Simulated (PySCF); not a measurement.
## Excitation energy of Ta+ by level of theory

Ta+ [Xe] 4f14 5d3 6s1 (5F) → Ta+ [Xe] 4f14 5d2 6s2 (3F), as a difference of total energies. Calculation: PySCF 2.14, in x2c-TZVPPall with one added diffuse shell each of s, p, d, f type (12s8p8d4f1g, 113 functions); scalar relativity by spin-free X2C-1e. The calculations carry no spin-orbit coupling.

```
method  excitation energy (eV)
   UHF                   1.475
  BP86                   0.820
 wB97X                  -0.130
 B97-3                   0.378
```

Q: Which method comes closest to the reference value, and which is furthest?

A: The reference is 0.428 eV (measured; NIST levels, between the centres of gravity of the two terms). Closest: B97-3 (error -0.050 eV); furthest: UHF (error 1.047 eV).
